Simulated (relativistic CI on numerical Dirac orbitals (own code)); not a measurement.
# Hyperfine structure of Sr12+, mass number 87

Calculated at this level of theory: Dirac-Coulomb-Breit CI, orbitals from a KLI potential per configuration, model QED, unscaled Slater integrals (own radial code, finite nucleus).

Configuration list (outside the closed core [Ne]): 3s2 3p6 3d8, 3s2 3p5 3d9, 3s2 3p4 3d10, 3s 3p6 3d9, 3s2 3p6 3d7 4s, 3s2 3p6 3d7 4p, 3p6 3d10, 3s2 3p6 3d7 4d, 3s2 3p6 3d6 4s2, 3s 3p5 3d10, 3s2 3p6 3d6 4s 4p, 3s2 3p6 3d7 4f, 3s2 3p6 3d7 5s, 3s2 3p6 3d6 4p2, 3s2 3p6 3d7 5p, 3s2 3p5 3d8 4s. Levels of other configurations are missing.

Nuclear spin I = 9/2, μ = -1.09316 μN, Q = 0.305 b (tables of Stone and Pyykkö). The electronic factors are computed for point nuclear moments, without core polarisation or the Bohr-Weisskopf and QED corrections.

```json
{"Level": "3s2 3p6 3d8 3F_4", "E (cm⁻¹)": "0", "A (MHz)": "-633.9", "B (MHz)": "-815"}
{"Level": "3s2 3p6 3d8 3F_3", "E (cm⁻¹)": "12961", "A (MHz)": "-873.7", "B (MHz)": "-585"}
{"Level": "3s2 3p6 3d8 3F_2", "E (cm⁻¹)": "17884", "A (MHz)": "-1057", "B (MHz)": "-227"}
{"Level": "3s2 3p6 3d8 3P_1", "E (cm⁻¹)": "52765", "A (MHz)": "23.93", "B (MHz)": "-567"}
{"Level": "3s2 3p6 3d8 3P_2", "E (cm⁻¹)": "53960", "A (MHz)": "-935.3", "B (MHz)": "987"}
{"Level": "3s2 3p6 3d8 1G_4", "E (cm⁻¹)": "65704", "A (MHz)": "-939", "B (MHz)": "-3220"}
{"Level": "3s2 3p5 3d9 3F°_4", "E (cm⁻¹)": "1057200", "A (MHz)": "-1678", "B (MHz)": "-9750"}
{"Level": "3s2 3p5 3d9 1D°_2", "E (cm⁻¹)": "1074829", "A (MHz)": "-1491", "B (MHz)": "4270"}
```

Levels with J = 0, under 50 % of one LS term, or S terms without an open s electron are left out. Small factors come from cancelling terms and can be off by tens of per cent or more.

At this charge energies of transitions that change n are usually good to better than 1 %, and those within a shell (Δn = 0) to a few per cent. Terms inside the open d or f shell come out 10 to 20 % too wide with unscaled integrals.

Task: Give the hyperfine levels of 3s2 3p6 3d8 3F_4 relative to its centre of gravity.

Result: With K = F(F + 1) − I(I + 1) − J(J + 1), E = AK/2 + B[¾K(K + 1) − I(I + 1)J(J + 1)]/[2I(2I − 1)J(2J − 1)]: F = 1/2: 13570, F = 3/2: 12700, F = 5/2: 11230, F = 7/2: 9146, F = 9/2: 6424, F = 11/2: 3031, F = 13/2: -1074, F = 15/2: -5937, F = 17/2: -11610 MHz.

LS names give the leading component of a level, which can be under half, so a name can repeat, a term be missing and a line seem to break the LS rules.
